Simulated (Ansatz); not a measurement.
Mulliken charges of CH₄BClOSi (`ClB1CO[SiH2]1`) from B3LYP/def2-TZVPP in Ansatz (PBE0-D4/def2-TZVP geometry).

| atom | x (Å) | y (Å) | z (Å) | charge (e) |
| --- | --- | --- | --- | --- |
| Cl1 | -2.491 | 1.157 | 0.140 | -0.089 |
| B2 | -0.946 | 0.408 | 0.017 | 0.098 |
| C3 | 0.353 | 0.622 | 0.889 | 0.042 |
| O4 | 1.252 | -0.316 | 0.244 | -0.405 |
| Si5 | 0.225 | -0.911 | -0.946 | 0.333 |
| H6 | 0.763 | 1.640 | 0.845 | 0.094 |
| H7 | 0.231 | 0.370 | 1.951 | 0.094 |
| H8 | -0.012 | -2.378 | -0.831 | -0.083 |
| H9 | 0.713 | -0.639 | -2.327 | -0.083 |

Question: By hand: the dipole of these point charges (1 e Å = 4.8032 D).

Answer: Σ q r = (-0.253, 0.227, 0.138) e Å, of length 0.367 e Å = 1.76 D.

Question: How does the dipole of the full density compare? (Estimate.)

Answer: Ansatz gave: (-0.194, 0.100, 0.020) e Å, 1.05 D; the point charges give 1.68 times that, at 22° from its direction.

Point charges leave out the atoms' own dipoles, such as those of lone pairs, and Mulliken's split depends on the basis, so the two needn't agree.

B3LYP here is the variant with VWN-RPA as its local correlation; programs differ in this.
